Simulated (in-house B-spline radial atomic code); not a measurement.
# The lead ion Pb⁶⁺: [Kr] 4d10 4f14 5s1 5p6 5d9 (with a hole in an inner shell)

Level of theory: Dirac-Hartree-Fock, average of configuration, Fermi nucleus of rms radius 5.5012 fm; calculated with an all-electron radial atomic-structure program (B-spline basis).

Z_r = [3n² - l(l+1)]/(2<r>); Z_e = n√(-2ε); the last column is Slater's effective charge. Values are occupation-weighted means over j. An effective charge above Z reflects the relativistic contraction of the inner shells.

```
shell  electrons   ε (eV)  <r> (bohr)    Z_r    Z_e  Slater
   1s          2   -88684     0.01605  93.43  80.74   81.70
   2s          2   -16083     0.06688  89.71  68.76   77.85
   2p          6   -13957     0.06087  82.14  64.06   77.85
   3s          2  -3996.7      0.1737  77.72  51.42   70.75
   3p          6  -3368.8      0.1751  71.37  47.21   70.75
   3d         10  -2657.2        0.16  65.62  41.92   60.85
   4s          2  -1008.9      0.3843  62.45  34.45   54.25
   4p          6  -797.67      0.4071  56.49  30.63   54.25
   4d         10  -531.21      0.4297  48.87  24.99   42.85
   5s          1   -249.1      0.8544  43.89  21.39   24.70
   4f         14  -243.09      0.4503  39.97  16.91   31.45
   5p          6  -182.87      0.9603  38.01  18.33   24.70
   5d          9  -105.41       1.181  29.20  13.92   12.20
```

The least bound orbital is 5d5/2 at -104.1 eV, and it is also the most diffuse (<r> = 1.194 bohr). The part-filled 5s shell lies below the filled 5p shell in orbital energy.

Spin-orbit splittings of the orbital energies (j = l + 1/2 above j = l - 1/2 when positive): 2p 2193 eV, 3p 495.6 eV, 3d 104.5 eV, 4p 123 eV, 4d 23.24 eV, 4f 5.232 eV, 5p 23.86 eV, 5d 3.199 eV.

For the 1s electron the small component carries 9.78 % of the norm, the zero-frequency Breit interaction raises the level by 343.4 eV, self-energy by 222.9 eV, and vacuum polarisation lowers it by 47.57 eV.
